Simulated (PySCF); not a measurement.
Dipole response of Hg⁺ (mercury, charge +1)

[Xe] 4f14 5d10 6s1, 2S determinant. All numbers are calculated (PySCF 2.14, scalar relativity through the core potential, in aug-cc-pVTZ-PP with one added diffuse shell each of s, p, d, f, g type with ECP60MDF (7s7p6d4f3g, 113 functions)). Coupled (time-dependent) response in atomic units; α is the mean over directions.

```json
{"method": "UHF", "mean α (bohr³)": "24.33", "C₆ (like pair)": "175.3", "S(−4)": "315.7"}
{"method": "PBE", "mean α (bohr³)": "19.21", "C₆ (like pair)": "145.7", "S(−4)": "137.5"}
{"method": "PBE0", "mean α (bohr³)": "19.87", "C₆ (like pair)": "148.7", "S(−4)": "158.7"}
```

S(−4) is the Cauchy moment in α(ω) = α(0) + S(−4) ω² + …

α(iu) at UHF:

| u (hartree) | α(iu) (bohr³) |
| --- | --- |
| 0 | 24.33 |
| 0.0500 | 23.57 |
| 0.100 | 21.67 |
| 0.200 | 17.05 |
| 0.300 | 13.44 |
| 0.500 | 9.275 |
| 0.750 | 6.661 |
| 1.00 | 5.149 |
| 1.50 | 3.412 |
| 2.00 | 2.436 |
| 3.00 | 1.411 |
| 5.00 | 0.6321 |

A single London oscillator, α(iu) = α/(1 + u²/ω²), gives C₆ = (3/4) ω α². Matching the computed C₆ needs ω = 4 × 175.3 / (3 × 24.33²) = 0.395 hartree.

For an ion, C₆ is the dispersion term alone; charge-induced terms of lower order in 1/R come first.

Energies and moments cover only the electrons outside the core potential. Spin-orbit coupling, which splits the p, d and f shells strongly at this Z, is absent.
